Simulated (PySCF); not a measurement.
Species: C2H7F3OSi2.
SMILES: `O[Si@H](C[SiH3])C(F)(F)F`

Level of theory: TDDFT PBE0/def2-SVPD, vertical, gas phase, core orbitals frozen in the response (PySCF 2.14.0, density-fitted response routines). Geometry: GFN2-xTB, one conformer, isolated molecule. Torsions of this conformer, `[OH:1][Si@H:2]([CH2:3][SiH3:4])[C:5]([F:6])([F:7])[F:8]`: O1–Si2–C3–Si4 179°, O1–Si2–C5–F6 -39°, H–O1–Si2–C3 158°.

What does the calculation give for the low-lying excited states?

| state | E (eV) | E (hartree) | f | \|μ\| (D) | main configurations (H = HOMO, L = LUMO) |
| --- | --- | --- | --- | --- | --- |
| S1 | 7.46 | 0.2742 | 0.0018 | 0.25 | H→L (54%), H-1→L (43%) |
| S2 | 7.65 | 0.2810 | 0.020 | 0.83 | H-1→L (52%), H→L (42%) |
| S3 | 8.03 | 0.2951 | 0.038 | 1.11 | H→L+1 (74%), H-1→L+1 (22%) |
| S4 | 8.11 | 0.2980 | 0.020 | 0.81 | H-1→L+1 (72%), H→L+1 (21%) |
| S5 | 8.35 | 0.3070 | 0.021 | 0.82 | H-2→L (84%) |
| S6 | 8.54 | 0.3138 | 0.0011 | 0.19 | H-3→L (68%), H-3→L+1 (13%) |
| S7 | 8.57 | 0.3151 | 0.022 | 0.81 | H-1→L+2 (47%), H-2→L+1 (22%), H→L+2 (18%) |
| S8 | 8.59 | 0.3158 | 0.014 | 0.65 | H-2→L+1 (62%), H-1→L+2 (15%) |

Triplets (Tamm–Dancoff): T1 7.06 eV, H→L (61%), H-1→L (30%); T2 7.26 eV, H-1→L (60%), H→L (27%); T3 7.60 eV, H→L+1 (44%), H-1→L+1 (43%).

The lowest singlet comes at 166 nm (720 kJ/mol) in the vacuum ultraviolet; it is very weak; its leading configuration is HOMO→LUMO (54%). The most intense listed level is S3 at 8.03 eV (154 nm, f = 0.038), 0.57 eV above S1. Löwdin shares by element: HOMO carbon 30%, silicon 16% or more, oxygen 13% (atoms not listed hold the other 42%); LUMO silicon 26% or more, oxygen 20%, hydrogen 17% or more (atoms not listed hold the other 38%). Orbital energies (eV): HOMO-3 -9.83, HOMO-2 -9.69, HOMO-1 -9.12, HOMO -9.03, LUMO -0.21, LUMO+1 0.14, LUMO+2 0.71. The oscillator strengths of these states sum to 0.137; summed over the whole spectrum of an exact calculation they would give the number of electrons, 82 (Thomas–Reiche–Kuhn). Of the 8 states listed, 6 reach f = 0.01 and none stays under 0.0005. Singlets were solved by full linear response, triplets in the Tamm–Dancoff approximation.
